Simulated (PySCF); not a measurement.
pyridine-4-carbonitrile (C₆H₄N₂), SMILES N#Cc1ccncc1. Heavy atoms are numbered as in [N:1]#[C:2][c:3]1[cH:4][cH:5][n:6][cH:7][cH:8]1. Hydrogens are named by the atom that carries them.

Geometry: TPSSh-D3(BJ)/def2-SVP.

Calculation: KT2/pcSseg-1 in PySCF.

GIAO shieldings, no solvent; atoms alike by connectivity are averaged. δ = σ(ref) − σ: ¹⁵N against NH3 (σ = 266.2 ppm); ¹³C against TMS (σ = 185.1 ppm); ¹H against TMS (σ = 31.47 ppm), references at their B3LYP-D3(BJ)/def2-TZVP geometries, non-relativistic.

| nucleus | atoms | count | δ (ppm) |
|---|---|---|---|
| ¹⁵N | N6 | 1 | 351.4 |
| ¹⁵N | N1 | 1 | 308.6 |
| ¹³C | C5 (CH) | 2 | 148.1 |
| ¹³C | C4 (CH) | 2 | 123.5 |
| ¹³C | C3 | 1 | 117.3 |
| ¹³C | C2 | 1 | 115.9 |
| ¹H | H on C5 | 2 | 8.97 |
| ¹H | H on C4 | 2 | 7.36 |
